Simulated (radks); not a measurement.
Question: These are the eigenvalues of the occupied orbitals of an atom or ion with whole-number occupations (Ry). Method: non-relativistic Kohn-Sham, PBE, spin-polarised, spherical densities, point nucleus; computed with a radial shooting solver on a logarithmic mesh with Libxc functionals.

orbital  eigenvalue
1s down   -3577.673
1s up     -3577.673
2s up     -574.6765
2s down   -574.6686
2p up     -547.3668
2p down   -547.3623
3s up     -130.1013
3s down   -129.8268
3p up     -117.8876
3p down   -117.6380
3d up     -95.11983
3d down   -94.94056
4s up     -28.57862
4s down   -28.08323
4p up     -23.76433
4p down   -23.27122
4d up     -15.15876
4d down   -14.67069
5s up      -6.37981
5s down    -6.19176
5p up      -4.97989
5p down    -4.83075
4f up      -4.53975

Which element is it, and in what charge state? The configuration may be excited. Open shells, if any, are filled with parallel spins first.

Answer: Z = 65, terbium, charge +4: Tb4+ in [Xe] 4f7. The list shows which subshells hold electrons but not how many an open one holds; the 1s level, -1788.8 hartree, gives Z - s = 59.8 by -(Z - s)^2/2, which with screening narrows Z to a few neighbours, and the depths of the outer levels then fix element, charge and occupations together.
